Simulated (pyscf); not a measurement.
PySCF, gas phase, ωB97X-D3(BJ)/def2-SVP geometries.

SMILES: [SiH3]O[As](O)O
```xyz
10

O     -2.3902    -1.4638    -1.7320
As    -0.7399    -2.1110    -1.6687
O     -0.2157    -1.0470    -3.0087
O     -0.1221    -1.1516    -0.3100
Si    -0.6973     0.3339     0.2144
H     -2.4065    -0.6826    -2.3068
H      0.6944    -1.2173    -3.2828
H     -1.1307     1.1788    -0.9358
H     -1.8389     0.1607     1.1532
H      0.4240     1.0117     0.9191
```
Charge 0, spin multiplicity 1.

Problem. How much does it cost (ΔH, 298 K, ωB97M-D3(BJ)/def2-TZVP) to split HO–As(OH)–O–SiH₃ at its As–O bond into HO–As•–OH + •O–SiH₃?

Solution. As–O to HO–As•–OH + •O–SiH₃: 94.1 kcal/mol. The 7 functionals that were run give +89.1 (PBE) to +97.3 kcal/mol (M06-2X). •O–SiH₃ lies 24.9 kcal/mol over its isomer HO–SiH₂•, and others may lie lower still (electronic energy, ωB97M-D3(BJ)). Other isomers of HO–As•–OH were not searched in full and may lie lower. Elements up to Kr have no core potential and no relativistic terms here.
